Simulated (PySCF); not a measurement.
**SMILES N#CC=C=C(C#N)C(F)(F)F, C₆HF₃N₂**

Geometry (Å), atoms numbered from 1 in this order:
```xyz
12

N     3.3186    1.3698    1.5034
C     2.6758    0.6424    0.8713
C     1.9098   -0.2750    0.0904
C     0.6408   -0.0966   -0.1834
C    -0.6347    0.0544   -0.4609
C    -1.0723    0.7412   -1.6367
N    -1.4437    1.2937   -2.5842
C    -1.7078   -0.5117    0.4599
F    -2.5418    0.4480    0.8382
F    -2.4085   -1.4447   -0.1753
F    -1.1615   -1.0543    1.5388
H     2.4217   -1.1695   -0.2901
```

Level of theory: TDDFT CAM-B3LYP/aug-cc-pVDZ circular dichroism and optical rotation, one conformer, IEF-PCM methanol (non-equilibrium linear response, no local-field factor) in PySCF. Geometry: PBE0-D3(BJ)/def2-SVP.

No stereocentre is labelled: unless the shape is locked (an allene, a helicene, a hindered biaryl), the mirror image is equally populated and a measured rotation or CD is zero.

Question: Draw the ECD and absorption spectra from the lowest 12 states, each a Gaussian of half-width 0.2 eV at 1/e height.

Answer: 
```csv
E (eV),λ (nm),Δε (L mol⁻¹ cm⁻¹),ε (L mol⁻¹ cm⁻¹)
4.73,262,0.00,0.108
4.88,254,-0.08,2.61
5.03,246,-0.61,20.6
5.18,239,-1.65,53.3
5.33,232,-1.73,47
5.48,226,-0.97,16.6
5.63,220,-0.30,26.5
5.78,214,+0.47,981
5.93,209,+6.86,13400
6.08,204,+29.18,59800
6.23,199,+35.37,88700
6.38,194,+5.31,46300
6.53,190,-4.38,10000
6.68,186,0.00,1090
6.83,181,+0.81,62.4
6.98,178,+0.42,12.4
7.13,174,+0.44,44.2
7.28,170,+0.52,101
7.43,167,+1.16,795
7.58,163,+9.16,7290
7.73,160,+29.08,23300
7.88,157,+27.91,24600
```
Δε uses R in velocity form, ε uses f in length form. Only the states computed contribute, so the short-wavelength end is incomplete.
